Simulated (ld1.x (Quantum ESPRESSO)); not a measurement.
# cobalt, PAW: configuration errors across variants

cobalt (Co), PAW, made with ld1.x (Quantum ESPRESSO) 7.5 (PBE, scalar-relativistic). Core [Ne], reference 3s2 3p6 3d7 4s1 4p1. Waves: 3s (bound): rcut 1.05, rcutus 1.10 bohr; 4s (bound): rcut 1.05, rcutus 1.10 bohr; 3p (bound): rcut 1.10, rcutus 1.30 bohr; 4p (bound): rcut 1.10, rcutus 1.30 bohr; 3d (bound): rcut 1.55, rcutus 1.65 bohr; 3d channel at -0.4 Ry: rcut 1.55, rcutus 1.65 bohr. Local part: all-electron potential smoothed inside 1.15 bohr (lloc = -1). Core correction: Bessel-smoothed model core inside 0.85 bohr. Augmentation charge: PSQ, inside the norm-conserving radii.

All-electron excitation energies from the reference (eV): (1) 3s2 3p6 3d7 4s2 4p0 -4.351; (2) 3s2 3p6 3d7 4s1 4p0 4.679; (3) 3s2 3p6 3d7 4s0 4p0 21.465; (4) 3s2 3p6 3d7 4s0 4p2 4.628; (5) 3s2 3p6 3d6 4s0 4p0 57.335; (6) 3s2 3p6 3d6 4s2 4p0 10.831; (7) 3s2 3p6 3d5 4s0 4p0 112.687.

The overlap operator is not positive definite (basis up to 400 Ry) in “base”, “waves 3p (bound): rcut 0.78, rcutus 0.82 bohr; 4p (bound): rcut 0.78, rcutus 0.82 bohr”, “waves 3p (bound): rcut 0.94, rcutus 1.00 bohr; 4p (bound): rcut 0.94, rcutus 1.00 bohr”, “waves 3p (bound): rcut 1.06, rcutus 1.12 bohr; 4p (bound): rcut 1.06, rcutus 1.12 bohr”, “waves 3p (bound): rcut 1.10, rcutus 1.24 bohr; 4p (bound): rcut 1.10, rcutus 1.24 bohr”, “waves 3p (bound): rcut 1.10, rcutus 1.40 bohr; 4p (bound): rcut 1.10, rcutus 1.40 bohr”, “waves 3p (bound): rcut 1.10, rcutus 1.66 bohr; 4p (bound): rcut 1.10, rcutus 1.66 bohr”, “waves 3p (bound): rcut 1.10, rcutus 1.78 bohr; 4p (bound): rcut 1.10, rcutus 1.78 bohr”. Such files are unfit for use, however small their errors in these radial tests.

Tests that are not counted but printed errors over 1 eV. “waves 3p (bound): rcut 1.10, rcutus 1.66 bohr; 4p (bound): rcut 1.10, rcutus 1.66 bohr”: 3s2 3p6 3d6 4s0 4p0 (solver errors, printed error -2944 eV); 3s2 3p6 3d5 4s0 4p0 (solver errors, printed error -1401 eV).

1 further variants failed, have other tests or too few solved ones, and are left out.

Errors AE − PS in meV (a dash: test not solved or not reliable):

| change | (1) | (2) | (3) | (4) | (5) | (6) | (7) | bound ghosts |
| --- | --- | --- | --- | --- | --- | --- | --- | --- |
| base | +0.1 | -1.9 | -1.7 | -1.0 | +1628 | -1207 | +3182 | not determined (overlap not positive) |
| waves 3p (bound): rcut 0.78, rcutus 0.82 bohr; 4p (bound): rcut 0.78, rcutus 0.82 bohr | +0.3 | +0.1 | -1.4 | -0.3 | +29 | -23 | +74 | not determined (overlap not positive) |
| waves 3p (bound): rcut 0.94, rcutus 1.00 bohr; 4p (bound): rcut 0.94, rcutus 1.00 bohr | +0.5 | -1.2 | -1.9 | -0.2 | +2593 | +1905 | +4597 | not determined (overlap not positive) |
| waves 3p (bound): rcut 1.06, rcutus 1.12 bohr; 4p (bound): rcut 1.06, rcutus 1.12 bohr | +0.4 | 0.0 | -1.4 | -0.3 | +591 | +364 | +1596 | not determined (overlap not positive) |
| waves 3p (bound): rcut 1.10, rcutus 1.24 bohr; 4p (bound): rcut 1.10, rcutus 1.24 bohr | +0.3 | +1.4 | -1.3 | +0.2 | +964 | +609 | +2373 | not determined (overlap not positive) |
| waves 3p (bound): rcut 1.10, rcutus 1.40 bohr; 4p (bound): rcut 1.10, rcutus 1.40 bohr | -1.3 | -2.4 | -2.3 | -2.5 | -588 | -415 | +16615 | not determined (overlap not positive) |
| waves 3p (bound): rcut 1.10, rcutus 1.66 bohr; 4p (bound): rcut 1.10, rcutus 1.66 bohr | -0.6 | -2.2 | -6.1 | -2.2 | – | -120 | – | not determined (overlap not positive) |
| waves 3p (bound): rcut 1.10, rcutus 1.78 bohr; 4p (bound): rcut 1.10, rcutus 1.78 bohr | -3.5 | -4.5 | -5.3 | -6.0 | -13 | -81 | -222 | not determined (overlap not positive) |

Problem. Give the same row for: waves 3p (bound): rcut 1.10, rcutus 1.56 bohr; 4p (bound): rcut 1.10, rcutus 1.56 bohr.

Solution. -12, -15, -21, –, –, –, –; bound ghosts: not determined (overlap not positive). Its overlap operator is not positive definite in a basis up to 400 Ry (lowest eigenvalue s -1.03, p -267.94), so the file is unfit for use: the generalised eigenproblem breaks down once the basis is large enough, and its test numbers describe a broken file.
